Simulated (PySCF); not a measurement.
Property card for `CC#CC1=CC=C[CH+]C1`

C9H9 (charge +1).
Atom-mapped SMILES: `[CH3:1][C:2]#[C:3][C:4]1=[CH:5][CH:6]=[CH:7][CH+:8][CH2:9]1` (hydrogens: H10, H11, H12 on C1; H13 on C5; H14 on C6; H15 on C7; H16 on C8; H17, H18 on C9)

Among its groups: alkyne and C=C double bond.

**GFN2-xTB geometry**

```
Rotational constants A, B, C of the GFN2-xTB geometry : 5.199, 0.830, 0.722 GHz
```

**PBE0/pcSseg-1 ground state and GIAO shieldings, non-relativistic (PySCF)**

```
HOMO energy                                         : -11.69 eV
LUMO energy                                         : -8.02 eV
HOMO–LUMO gap                                       : 3.67 eV
Lowest Hirshfeld atomic charge                      : -0.07 e on C1
Highest Hirshfeld atomic charge                     : +0.11 e on C4/H17/H18
13C chemical shifts (computed TMS as zero) by class : 188.8 (C4), 181.3 (C8), 179.2 (C2), 172.1 (C6), 146.3 (C5), 138.7 (C7), 99.5 (C3), 54.1 (C9), 11.7 (C1) ppm
1H chemical shifts (computed TMS as zero) by class  : 9.07 (H14), 8.76 (H16), 8.19 (H13), 8.17 (H15), 4.81 (H17/H18), 3.29 (H10/H11/H12) ppm
Mayer bond orders between heavy atoms               : C1–C2 1.30, C2–C3 2.02, C3–C4 1.12, C4–C5 1.42, C5–C6 1.44, C6–C7 1.26, C7–C8 1.62, C8–C9 1.10, C9–C4 1.07
```

Monoisotopic mass of the ion (most abundant isotopes, electron mass counted): 117.0699 u.

With B = h/(8π²I), that is 505.379 GHz u Å² over I, the principal moments of inertia are 97.2, 609.0 and 700.1 u Å² (most abundant isotopes); the inertial defect Ic − Ia − Ib is -6.1 u Å² (zero for a rigid planar frame, negative otherwise). The rotational constants make it an asymmetric top with κ = (2B − A − C)/(A − C) = -0.95, nearer the prolate limit (−1).

Geometry: GFN2-xTB; no solvent, vibrations or thermal averaging. GFN2-xTB frequencies show an imaginary mode (27i cm⁻¹), so this geometry is no minimum at that level.
